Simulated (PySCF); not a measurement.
Compound: C4H11ClOSi2.
SMILES: `[SiH3]O[Si]1(Cl)CCCC1`

The closed-shell ground state was solved at several levels (PySCF, density fitting, gas phase, non-relativistic). Isolated species at its PBE0-D3(BJ)/def2-SVP geometry (one conformer only).

```tsv
level	basis functions	HOMO (eV)	LUMO (eV)	gap (eV)	dipole (D)
PBE0/pcSseg-1	212	-7.91	0.30	8.21	1.68
CAM-B3LYP/def2-SVPD	266	-9.21	0.86	10.07	1.73
```

Question: Estimate the row for HF/pcSseg-1, a basis of 212 functions; the other rows only guide the guess.

Answer: HOMO -10.98 eV, LUMO 3.59 eV, gap 14.57 eV, dipole 1.70 D.

Question: Over all these levels, which gives the widest orbital gap and which the narrowest?

Answer: HF/pcSseg-1 (Hartree–Fock, all exact exchange) has the widest, 14.57 eV, and PBE0/pcSseg-1 (global hybrid, 25 % exact exchange) the narrowest, 8.21 eV. The two share the basis. From the narrowest to the widest the HOMO moves by -3.07 eV and the LUMO by +3.29 eV. The HOMO need not be the same orbital at Hartree–Fock and at DFT levels.

Question: How far do the dipole and the HOMO energy spread over the levels?

Answer: The dipole runs from 1.68 to 1.73 D (mean 1.70 D) and the HOMO from -10.98 to -7.91 eV.
